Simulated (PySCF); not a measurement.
Molecule: SMILES OB(O)[O][GeH3], singlet. Atoms near the plane z = 0.0 Å, at the PBE0/def2-SVP optimised geometry (x, y, z in Å): Ge1 (1.3, -1.3, 0.0), O2 (0.3, 0.2, 0.0), B3 (-1.1, 0.2, 0.0), O4 (-1.8, 1.4, 0.0), O5 (-1.8, -1.0, 0.0), H8 (2.7, -0.8, 0.0), H9 (-1.2, 2.1, 0.0), H10 (-2.7, -0.9, 0.0).

Level of theory: PBE0/def2-TZVP (PySCF). Cells within 0.4 Å of a nucleus heavier than hydrogen are left out (blank, or x). The values are rescaled to run from 0 to 1.

```
|000000000000000000000000000|
|000000000000000000000000000|
|000000000000000000000000000|
|000000000000000000000000000|
|000000001111000000000000000|
|000000123333200000000000000|
|000002345555320000000000000|
|000013467786421100000000000|
|000124678987533221000000000|
|00013579xx86544432100000000|
|00013469xx87666653211000000|
|000124678987788764322210000|
|0000234678xx8xx975444321000|
|0001345678xx8xx976555542100|
|000245778987788876677653200|
|00024789xx86677899789754200|
|00024689xx865679xx877653200|
|0002356788754569xx876543100|
|000023566664456788765432100|
|000002344443345666544321000|
|000000123322234555432110000|
|000000001111123443321000000|
|000000000000012222210000000|
|000000000000001111000000000|
|000000000000000000000000000|
|000000000000000000000000000|
|000000000000000000000000000|
```
Scale: ten equal steps from 0.000 (start of '0') to 1.00 (end of '9'), in the order '0123456789'; x runs from -5.00 to 5.00, y from -5.00 (bottom) to 5.00 (top).

### Question
Which quantity is mapped?
A. deformation density (molecule minus spherical neutral atoms)
B. log10 of the electron density
C. an orbital amplitude
D. electron localisation function

### Answer
B, log10 of the electron density. In full: log10 of the electron density (e/bohr³), floored at −4.
